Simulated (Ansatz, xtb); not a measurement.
**C3H8FSi+: which of two conformers lies lower**

Structure I is `CC[Si+](C)F`, a singlet and structure II is `CC[Si+](C)F`, a singlet. Both are isolated ions in the gas phase, relaxed with r2SCAN-D4/def2-SVP.

I (Å):

```xyz
13

C     0.2539    1.0036   -3.3489
C     0.5894    0.7101   -1.8809
C     0.0868   -1.4940    0.5152
F    -0.9852   -1.7015   -2.1281
Si   -0.0928   -0.8160   -1.1572
H     0.6273    0.2160   -4.0182
H    -0.8286    1.1064   -3.5075
H     0.7292    1.9495   -3.6431
H     0.2617    1.5235   -1.1974
H     1.6842    0.6524   -1.6961
H     0.7049   -0.8532    1.1619
H    -0.9130   -1.6241    0.9690
H     0.5360   -2.5026    0.4561
```

II (Å):

```xyz
13

C    -0.1914    1.1183    2.1642
C     0.5478    2.3181   -0.8099
C     1.2466    1.3485    2.6497
F    -2.0370    1.3266   -0.0390
Si   -0.5494    1.6022    0.4437
H    -0.5037    0.0555    2.2432
H    -0.9413    1.6518    2.7859
H    -0.0233    2.8271   -1.6023
H     1.1232    1.4962   -1.2803
H     1.2799    3.0054   -0.3544
H     1.9803    0.7818    2.0581
H     1.5254    2.4122    2.6294
H     1.3328    1.0081    3.6911
```

Problem. Estimate which is lower in electronic energy at CCSD(T)/def2-SVP + ΔMP2/def2-TZVPP, and by roughly how much.

Solution. Too close to call at this level: CCSD(T)/def2-SVP + ΔMP2/def2-TZVPP gives E(II) − E(I) = +0.009 eV.

How the difference moves with the method:

| level | geometry | E(II) − E(I) (eV) | departure from the last row (eV) | job, with rough time for the two |
| --- | --- | --- | --- | --- |
| r2SCAN-D4/def2-SVP | r2SCAN-D4/def2-SVP | +0.019 | +0.009 | optimisation, 3.1 min |
| HF/def2-SVP | r2SCAN-D4/def2-SVP | +0.018 | +0.009 | part of the CCSD(T) run |
| MP2/def2-SVP | r2SCAN-D4/def2-SVP | +0.015 | +0.005 | part of the CCSD(T) run |
| CCSD(T)/def2-SVP | r2SCAN-D4/def2-SVP | +0.016 | +0.006 | single point |
| CCSD(T)/def2-SVP + ΔMP2/def2-TZVPP | r2SCAN-D4/def2-SVP | +0.009 |  | single point, 41 s |

The largest departure from CCSD(T)/def2-SVP + ΔMP2/def2-TZVPP is that of r2SCAN-D4/def2-SVP, 0.009 eV. Levels run at GFN2-xTB geometries aren't shown. The last row adds to CCSD(T) the change of the MP2 difference between the two basis sets, here −0.006 eV.

With harmonic frequencies from r2SCAN-D4/def2-SVP (ideal gas, rigid rotor, one conformer each, 298.15 K, 1 atm): on the last row, ΔE + ΔZPE = +0.006 eV. A mode under 50 cm⁻¹ makes harmonic enthalpies and free energies unreliable, so none is given.

The correlated steps freeze 9 core orbitals. Run with Ansatz 0.2.0; the last row on 2 threads of Arm Neoverse V1 on a shared host.
